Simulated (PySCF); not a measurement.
**Ge₂ at r²SCAN**

Level: r²SCAN. PySCF, no relativity, basis sets Ge def2-TZVPPD.

| Item | Value |
| --- | --- |
| state | ³Σg⁻ (triplet), unpaired electrons π ↑↑ |
| bond length | 2.383 Å |
| harmonic wavenumber | 290 cm⁻¹ |
| force constant | 1.83 mdyn/Å |
| rotational constant Be | 0.08031 cm⁻¹ |
| anharmonicity ωexe | 0.614 cm⁻¹ |
| vibration–rotation constant αe | 0.000257 cm⁻¹ |
| well depth De to Ge + Ge | 303 kJ/mol |
| dissociation energy D0 | 301 kJ/mol |
| bond order (Mayer) | 1.96 |

Spin–orbit coupling is left out. The state is the lowest determinant that a PBE0 search found; another state may lie lower at other levels.
